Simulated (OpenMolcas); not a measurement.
Fe3+: effect of the metal basis

Fe3+ with 6 ligands (chloride) in octahedral coordination (Oh) at 2.41 Å. A charge of +0.5 e stands 2.4 Å behind each ligand.

| Property | Result |
| --- | --- |
| Program | OpenMolcas |
| Method | CASSCF |
| Spin-orbit coupling | state interaction with AMFI integrals over the reference wave functions |

Fixed: ligand basis ANO-RCC-VDZP, active space 5 electrons in 5 orbitals (3d), DKH2 Hamiltonian.

States (labels of O, the rotations of Oh). Energies in cm-1 above the lowest state or level, χT in cm3 K/mol; 10Dq and B are least-squares fits to the states below 45000 cm-1, weighted by degeneracy, with a free offset, and given where the rms deviation is under 5 % of |10Dq| (or 100 cm-1) and under 700 cm-1.

```tsv
Run	Metal basis	Ground state	10Dq	B (rms of fit)	First gap with spin-orbit (degeneracies)	χT at 300 K	First state of another spin	Cost
A	ANO-RCC-VDZP	6A1			27743 (6, 2)	4.385	4T1 27828	roughly 50 core-seconds
B	ANO-RCC-VTZP	6A1	8082	1171 (400)	28350 (6, 2)	4.385	4T1 28431	roughly 60 core-seconds
```

Costs are those of the RASSCF and RASSI steps.

Without dynamic correlation the repulsion within the d shell is too large (B by tens of per cent), so at a given field states of lower spin stand too high. Ligand-to-metal charge-transfer states are missing. With no ligand orbital active B as a rule stays too high, so bands that hang on it stand too high and its fall with covalency is understated. With metal d orbitals alone and no dynamic correlation the field as a rule comes out too small, by tens of per cent, by up to half for chloride and softer ligands. No measured value stands beside these numbers; the geometry was imposed, not optimised, and the real ion may take another.
